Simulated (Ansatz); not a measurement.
Reaction (redistribution): `C[SiH](C)CCl` + `BO[SiH](C)F` → `BO[SiH](C)C` + `C[SiH](F)CCl`

Computed with Ansatz on PBE0-D4/def2-TZVP structures; ΔE is electronic, products minus reactants. CCSD(T)/CBS adds triple-zeta CCSD(T) − MP2 to the extrapolated MP2 energy (def2 sets, frozen cores). DFT in def2-TZVPP. B3LYP here is the variant with VWN-RPA as its local correlation; programs differ in this. Each species was taken in one conformer, which may not be the lowest.

```json
{"level": "PBE-D4", "ΔE (kJ/mol)": "9.3", "difference from CCSD(T)/CBS": "-1.8"}
{"level": "r2SCAN-D4", "ΔE (kJ/mol)": "10.1", "difference from CCSD(T)/CBS": "-1.0"}
{"level": "PBE0-D4", "ΔE (kJ/mol)": "10.4", "difference from CCSD(T)/CBS": "-0.7"}
{"level": "B3LYP-D4", "ΔE (kJ/mol)": "10.0", "difference from CCSD(T)/CBS": "-1.1"}
{"level": "ωB97X-V", "ΔE (kJ/mol)": "9.8", "difference from CCSD(T)/CBS": "-1.3"}
{"level": "ωB97M-V", "ΔE (kJ/mol)": "9.9", "difference from CCSD(T)/CBS": "-1.2"}
{"level": "B2PLYP", "ΔE (kJ/mol)": "10.1", "difference from CCSD(T)/CBS": "-1.0"}
{"level": "PBE", "ΔE (kJ/mol)": "8.7", "difference from CCSD(T)/CBS": "-2.4"}
{"level": "r2SCAN", "ΔE (kJ/mol)": "9.9", "difference from CCSD(T)/CBS": "-1.2"}
{"level": "PBE0", "ΔE (kJ/mol)": "9.8", "difference from CCSD(T)/CBS": "-1.3"}
{"level": "B3LYP", "ΔE (kJ/mol)": "9.0", "difference from CCSD(T)/CBS": "-2.1"}
{"level": "HF/def2-TZVPP", "ΔE (kJ/mol)": "11.7", "difference from CCSD(T)/CBS": "0.6"}
{"level": "MP2/def2-TZVPP", "ΔE (kJ/mol)": "12.1", "difference from CCSD(T)/CBS": "1.0"}
{"level": "SCS-MP2/def2-TZVPP", "ΔE (kJ/mol)": "11.4", "difference from CCSD(T)/CBS": "0.3"}
{"level": "CCSD/def2-TZVPP", "ΔE (kJ/mol)": "11.5", "difference from CCSD(T)/CBS": "0.4"}
{"level": "CCSD(T)/def2-TZVPP", "ΔE (kJ/mol)": "11.5", "difference from CCSD(T)/CBS": "0.4"}
{"level": "HF/def2-QZVPP", "ΔE (kJ/mol)": "11.9", "difference from CCSD(T)/CBS": "0.8"}
{"level": "MP2/def2-QZVPP", "ΔE (kJ/mol)": "11.9", "difference from CCSD(T)/CBS": "0.8"}
{"level": "SCS-MP2/def2-QZVPP", "ΔE (kJ/mol)": "11.3", "difference from CCSD(T)/CBS": "0.2"}
{"level": "HF/CBS(def2)", "ΔE (kJ/mol)": "11.9", "difference from CCSD(T)/CBS": "0.8"}
{"level": "MP2/CBS(def2)", "ΔE (kJ/mol)": "11.7", "difference from CCSD(T)/CBS": "0.6"}
{"level": "CCSD/CBS(def2)", "ΔE (kJ/mol)": "11.1", "difference from CCSD(T)/CBS": "0.0"}
{"level": "CCSD(T)/CBS", "ΔE (kJ/mol)": "11.1", "difference from CCSD(T)/CBS": "0"}
```

Largest T1 diagnostic among the species: 0.012.
